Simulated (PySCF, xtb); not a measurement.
Si(Me)3(Cl) (C3H9ClSi), SMILES C[Si](C)(C)Cl.

GFN2-xTB (xtb 6.7.1) at its own geometry gives an orbital gap of 6.66 eV and a dipole moment of 2.45 D.

Geometry: PBE-D3(BJ)/def2-SVP. The isomer is the one that the SMILES or the coordinates give; other isomers of the formula were not compared.

What does ωB97X/def2-TZVP (PySCF) give? (The exact figures need the calculation; the answer reports its results.)

gap 13.48 eV (levels -10.75 and 2.73 eV), dipole 2.31 D.
